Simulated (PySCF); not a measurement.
Ag (SMILES [Ag-]), charge -1, singlet (core potentials on Ag); CASSCF(4,5)/def2-SVP in PySCF.

The PySCF input:
```python
from pyscf import gto, scf, mcscf
import numpy

mol = gto.M(
    atom='''
Ag    0.00000000    0.00000000    0.00000000
''',
    basis='def2-svp',
    ecp={'Ag': 'def2-svp'},
    charge=-1,
    verbose=4,
)

mf = scf.RHF(mol)
mf.kernel()
mc = mcscf.CASSCF(mf, 5, 4)
mc.fix_spin_(ss=0.0)
mc.kernel()
occ = numpy.linalg.eigvalsh(mc.fcisolver.make_rdm1(mc.ci, mc.ncas, mc.nelecas))[::-1]
ss = mc.fcisolver.spin_square(mc.ci, mc.ncas, mc.nelecas)[0]
print('natural occupations', occ.round(4), ' <S^2>', round(ss, 4))
```

Task: Predict the main parts of the log of this PySCF run.

Result: 
```
PySCF version 2.14.0

[INPUT] verbose = 4
[INPUT] num. atoms = 1
[INPUT] num. electrons = 20
[INPUT] charge = -1
[INPUT] spin (= nelec alpha-beta = 2S) = 0
[INPUT] symmetry False subgroup None
[INPUT] Mole.unit = angstrom
[INPUT] Symbol           X                Y                Z      unit          X                Y                Z       unit  Magmom
[INPUT]  1 Ag     0.000000000000   0.000000000000   0.000000000000 AA    0.000000000000   0.000000000000   0.000000000000 Bohr   0.0

nuclear repulsion = 0
number of shells = 11
number of NR pGTOs = 57
number of NR cGTOs = 31
basis = def2-svp
ecp = {'Ag': 'def2-svp'}

******** <class 'pyscf.scf.hf.RHF'> ********
method = RHF
initial guess = minao
damping factor = 0
level_shift factor = 0
DIIS = <class 'pyscf.scf.diis.CDIIS'>
diis_start_cycle = 1
diis_space = 8
diis_damp = 0
SCF conv_tol = 1e-09
SCF conv_tol_grad = None
SCF max_cycles = 50
direct_scf = True
direct_scf_tol = 1e-13
Set gradient conv threshold to 3.16228e-05
Initial guess from minao.
init E= -133.109490496451
  HOMO = -0.646288558175603  LUMO = -0.317161138283848  gap/eV = 8.95601
cycle= 1 E= -145.552858472877  delta_E= -12.4  |g|= 1.36  |ddm|= 3.58
  HOMO = 0.194300348807602  LUMO = 0.276660188607117  gap/eV = 2.24113
cycle= 2 E= -145.793339382187  delta_E= -0.24  |g|= 1.21  |ddm|= 4.19
  HOMO = 0.0230049713702138  LUMO = 0.245521754736633  gap/eV = 6.05499
cycle= 3 E= -146.075059854093  delta_E= -0.282  |g|= 0.0493  |ddm|= 1.06
  HOMO = -0.000129172162268709  LUMO = 0.233203487093016  gap/eV = 6.34931
cycle= 4 E= -146.07836157183  delta_E= -0.0033  |g|= 0.0184  |ddm|= 0.411
  HOMO = -0.00497776948342299  LUMO = 0.225954025241635  gap/eV = 6.28397
cycle= 5 E= -146.078797906972  delta_E= -0.000436  |g|= 0.00182  |ddm|= 0.206
  HOMO = -0.00494580929539534  LUMO = 0.225717816111279  gap/eV = 6.27668
cycle= 6 E= -146.078799059247  delta_E= -1.15e-06  |g|= 9.34e-05  |ddm|= 0.0106
  HOMO = -0.00494253951673151  LUMO = 0.225726529580234  gap/eV = 6.27683
cycle= 7 E= -146.078799060875  delta_E= -1.63e-09  |g|= 1.86e-06  |ddm|= 8.1e-05
  HOMO = -0.00494141614426979  LUMO = 0.225726704176176  gap/eV = 6.27680
cycle= 8 E= -146.078799060876  delta_E= -9.66e-13  |g|= 1.1e-07  |ddm|= 7.21e-06
  HOMO = -0.00494146771169035  LUMO = 0.225726678945384  gap/eV = 6.27680
Extra cycle  E= -146.078799060876  delta_E= -5.68e-14  |g|= 3.97e-08  |ddm|= 6.93e-07
converged SCF energy = -146.078799060876

******** <class 'pyscf.mcscf.mc1step.CASSCF'> ********
CAS (2e+2e, 5o), ncore = 8, nvir = 18
max_cycle_macro = 50
max_cycle_micro = 4
conv_tol = 1e-07
conv_tol_grad = None
orbital rotation max_stepsize = 0.02
orbital rotation threshold for CI restart = 0.01
augmented hessian ah_max_cycle = 30
augmented hessian ah_conv_tol = 1e-12
augmented hessian ah_linear dependence = 1e-14
augmented hessian ah_level shift = 1e-08
augmented hessian ah_start_tol = 2.5
augmented hessian ah_start_cycle = 3
augmented hessian ah_grad_trust_region = 3
kf_trust_region = 3
kf_interval = 4
ci_response_space = 4
ci_grad_trust_region = 3
with_dep4 0
natorb = False
canonicalization = True
sorting_mo_energy = False
ao2mo_level = 2
internal_rotation = False
******** <class 'pyscf.fci.addons.SpinPenaltyFCISolver'> ********
max. cycles = 50
conv_tol = 1e-08
davidson only = True
linear dependence = 1e-12
level shift = 0.001
max iter space = 12
nroots = 1
pspace_size = 400
spin = None
CASCI E = -146.097230668812  S^2 = 0.0000000
Set conv_tol_grad to 0.000316228
macro iter   1 ( 20 JK    4 micro), CASSCF E = -146.104314442844  dE = -7.08377403e-03  S^2 = 0.0000000
               |grad[o]|=0.019  |grad[c]|=0.00891  |ddm|=0.0344  |maxRot[o]|=0.282
macro iter   2 ( 10 JK    3 micro), CASSCF E = -146.104366871666  dE = -5.24288219e-05  S^2 = 0.0000000
               |grad[o]|=0.00353  |grad[c]|=0.00162  |ddm|=0.00549  |maxRot[o]|=0.029
macro iter   3 (  5 JK    2 micro), CASSCF E = -146.104366977478  dE = -1.05812092e-07  S^2 = 0.0000000
               |grad[o]|=0.00017  |grad[c]|=2.44e-05  |ddm|=0.00012  |maxRot[o]|=0.00173
macro iter   4 (  1 JK    1 micro), CASSCF E = -146.104366977532  dE = -5.41149348e-11  S^2 = 0.0000000
               |grad[o]|=1.77e-05  |grad[c]|=6.4e-06  |ddm|=2.21e-06  |maxRot[o]|=    0
1-step CASSCF converged in   4 macro ( 36 JK  10 micro) steps
CASSCF canonicalization
Density matrix diagonal elements [1.99648371 1.83823789 0.05528387 0.05458866 0.05540586]
CASSCF energy = -146.104366977532
CASCI E = -146.104366977532  E(CI) = -2.66204670030609  S^2 = 0.0000000
natural occupations [1.9965 1.8382 0.0557 0.0552 0.0543]  <S^2> 0.0
```
